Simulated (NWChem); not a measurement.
System: C2H2BrI; SMILES C=C(Br)I

All runs: NWChem. Structure relaxed at the PBE0/def2-SVP level. Not confirmed as a minimum by frequencies. def2 effective core potentials on I; no spin-orbit coupling. Ions are spin-unrestricted doublets at the neutral geometry; other ion states weren't tried.

For level B3LYP/def2-SVP:

```
Item                                   Result
-------------------------------------  ------
vertical ionisation energy, ΔSCF (eV)    9.09
−ε(HOMO) (eV)                            6.89
```

Estimate the same quantities for level PBE/def2-SVP.


* **vertical ionisation energy, ΔSCF (eV)**: 8.89
* **−ε(HOMO) (eV)**: 6.04
